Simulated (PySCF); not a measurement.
Compound: C7H9BF3N.
Bonds: F1–C2, C2–F3, C2–F4, C2–C5, C5–B6, B6–N7, N7–C8 (aromatic), C8–C9 (aromatic), C9–C10 (aromatic), C10–C11 (aromatic), C11–C12 (aromatic), N7–C12 (aromatic). Hydrogens: H13, H14 on C5; H15, H16 on B6; H17 on C8; H18 on C9; H19 on C10; H20 on C11; H21 on C12.

Torsions of this conformer, `[F:1][C:2]([F:3])([F:4])[CH2:5][BH2-:6][n+:7]1[cH:8][cH:9][cH:10][cH:11][cH:12]1`: F1–C2–C5–B6 -171°, C2–C5–B6–N7 -55°, C5–B6–N7–C8 -80°.

The closed-shell ground state was solved at several levels (PySCF, density fitting, gas phase, non-relativistic). The structure is a single PBE0-D3(BJ)/def2-SVP conformer in the gas phase; no vibrational or solvent corrections.

| level | basis functions | HOMO (eV) | LUMO (eV) | gap (eV) | dipole (D) |
| --- | --- | --- | --- | --- | --- |
| KT2/pcSseg-2 | 558 | -6.65 | -2.97 | 3.68 | 6.19 |
| B3LYP/pcJ-1 | 414 | -7.66 | -2.32 | 5.34 | 6.45 |
| wB97X-D/def2-SVPD | 321 | -9.76 | -0.45 | 9.31 | 6.52 |

Problem. Estimate the row for PBE0/pcSseg-1, a basis of 249 functions; the other rows only guide the guess.

Solution. HOMO -7.85 eV, LUMO -2.15 eV, gap 5.70 eV, dipole 6.44 D.

Problem. Over all these levels, which gives the widest orbital gap and which the narrowest?

Solution. wB97X-D/def2-SVPD (range-separated hybrid) has the widest, 9.31 eV, and KT2/pcSseg-2 (GGA) the narrowest, 3.68 eV. Functional and basis both differ between the two, so the spread mixes both effects.

Problem. How far do the dipole and the HOMO energy spread over the levels?

Solution. The dipole runs from 6.19 to 6.52 D (mean 6.40 D) and the HOMO from -9.76 to -6.65 eV.
